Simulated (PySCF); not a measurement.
Species: C6H12FN.
Numbering: `[CH3:1][C@@H:2]1[CH2:3][N:4]([CH3:5])[CH2:6][C@H:7]1[F:8]` (hydrogens: H9, H10, H11 on C1; H12 on C2; H13, H14 on C3; H15, H16, H17 on C5; H18, H19 on C6; H20 on C7)

Computed by this run: PBE0-D3(BJ)/def2-SVP geometry optimisation, gas phase (PySCF 2.14.0); density fitting, grid level 1; the optimiser is geomeTRIC in internal coordinates, started from a GFN2-xTB structure.

Step 0: E = -10605.1901 eV
```
atom  x, y, z in Å  |  force x, y, z in eV/Å
C1     -1.8129   -0.9239    0.9478    0.111   0.426  -0.411
C2     -1.3320    0.0929   -0.0801    0.377  -0.277   0.295
C3     -0.2158   -0.4871   -0.9495    0.058   0.234   0.487
N4      0.9535   -0.3453   -0.1010   -0.031   0.278  -0.317
C5      2.2053   -0.6184   -0.7605   -0.595   0.022   0.415
C6      0.8686    0.9897    0.4692   -0.279  -0.520   0.061
C7     -0.6309    1.2799    0.5984   -0.059   0.205  -0.440
F8     -0.9403    2.4574   -0.0579    0.085   0.006  -0.122
H9     -2.2848   -1.7660    0.4478   -0.205  -0.394  -0.132
H10    -0.9663   -1.2901    1.5225    0.325  -0.215   0.273
H11    -2.5365   -0.4762    1.6250   -0.312   0.132   0.321
H12    -2.1720    0.4523   -0.6782   -0.179   0.207  -0.117
H13    -0.3738   -1.5381   -1.1942   -0.087  -0.348  -0.204
H14    -0.1184    0.0865   -1.8877    0.011   0.127  -0.287
H15     2.1939   -1.6438   -1.1269    0.130  -0.375  -0.168
H16     2.3973    0.0578   -1.6095    0.094   0.207  -0.270
H17     3.0161   -0.5134   -0.0409    0.391  -0.008   0.175
H18     1.3867    1.0137    1.4301    0.218   0.141   0.278
H19     1.3138    1.7540   -0.1890    0.002   0.267  -0.137
H20    -0.9570    1.4288    1.6317   -0.056  -0.114   0.299
```

Question: Estimate the geometry and energy of step 1. (The exact step hangs on the optimiser's Hessian estimate; all steps are aligned on step 0, rigid shifts and turns removed.)

Answer: E = -10605.2435 eV, largest force 0.156 eV/Å
```
atom  x, y, z in Å  |  force x, y, z in eV/Å
C1     -1.7879   -0.9363    0.9590   -0.018  -0.056   0.057
C2     -1.3333    0.0863   -0.0690   -0.067   0.115  -0.081
C3     -0.2264   -0.4552   -0.9701   -0.039  -0.068  -0.072
N4      0.9397   -0.3251   -0.1268    0.025   0.028  -0.030
C5      2.1970   -0.6410   -0.7349    0.072   0.021  -0.097
C6      0.8578    0.9896    0.4717    0.056   0.082   0.020
C7     -0.6413    1.2933    0.5782    0.008  -0.051   0.053
F8     -0.9275    2.4443   -0.1290   -0.007  -0.025   0.004
H9     -2.2788   -1.7917    0.4689    0.010   0.021   0.017
H10    -0.9254   -1.3235    1.5241   -0.023   0.013  -0.017
H11    -2.5057   -0.5003    1.6722    0.017  -0.010  -0.018
H12    -2.1948    0.4583   -0.6475    0.043  -0.019   0.023
H13    -0.3838   -1.5052   -1.2713    0.017   0.036   0.015
H14    -0.1482    0.1539   -1.9026   -0.006  -0.019   0.053
H15     2.1895   -1.6744   -1.1173   -0.010   0.021   0.022
H16     2.4473    0.0352   -1.5879    0.005  -0.046   0.047
H17     3.0137   -0.5637    0.0009   -0.036  -0.003   0.001
H18     1.3868    1.0233    1.4388   -0.011  -0.008  -0.011
H19     1.2946    1.7854   -0.1758   -0.035  -0.055   0.038
H20    -0.9784    1.4575    1.6153    0.000   0.021  -0.028
```

The energy changes by -0.0534 eV. The first-order estimate −F·Δx gives -0.1111 eV and the mean of the old and new forces, exact on a quadratic surface, -0.0519 eV. The step makes an angle of 75° with the force vector and moves no atom by more than 0.084 Å.

The cost below is that of the whole optimisation. On an Arm Neoverse V2 with one thread, shared host, this took 2.0 min of wall time and 0.91 GiB of memory at its peak.
